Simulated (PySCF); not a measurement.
A species of formula C3H8O2Si has this rotational fingerprint, computed with PySCF 2.14.0, PBE0-D3(BJ)/def2-SVP geometry optimisation, gas phase:

- Rotational constants: A = 8005, B = 1322, C = 1214 MHz
- Dipole components: |μa| = 1.27 D, |μb| = 0.20 D, |μc| = 0.13 D
- Inertial defect: -29.11 u·Å²
- κ: -0.97

Problem. Which candidate fits, each taken in the one conformer that was computed?
A. `[CH3:1][O:2][C:3](=[O:4])[CH2:5][SiH3:6]` with C1–O2–C3–O4 0°, O2–C3–C5–Si6 75°
B. `[CH2:1]=[CH:2][O:3][CH2:4][SiH2:5][OH:6]` with C1–C2–O3–C4 0°, C2–O3–C4–Si5 180°, O3–C4–Si5–O6 -54°, C4–Si5–O6–H 47°
C. `[CH2:1]=[C:2]([CH3:3])[SiH:4]([OH:5])[OH:6]` with C1–C2–Si4–O5 -4°, C2–Si4–O5–H 101°, C2–Si4–O6–H -179°

Solution. B. It is C=COC[SiH2]O, a near-prolate asymmetric top, point group C1. The candidates at the same level (rigid rotor, commonest isotopes):

```
         SMILES  A (MHz)  B (MHz)  C (MHz)  μa (D)  μb (D)  μc (D)  Δ (u·Å²)  point group                        rotor
C=C(C)[SiH](O)O     3968     2294     1627    0.84    0.28    1.57    -36.99           C1               asymmetric top
   C=COC[SiH2]O     8005     1322     1214    1.27    0.20    0.13    -29.11           C1  near-prolate asymmetric top
 COC(=O)C[SiH3]     5457     1615     1408    0.08    1.45    0.90    -46.68           C1               asymmetric top
```

`C=C(C)[SiH](O)O` has B 74 % too high; `COC(=O)C[SiH3]` has A 32 % too low. No structure here is proved a minimum.
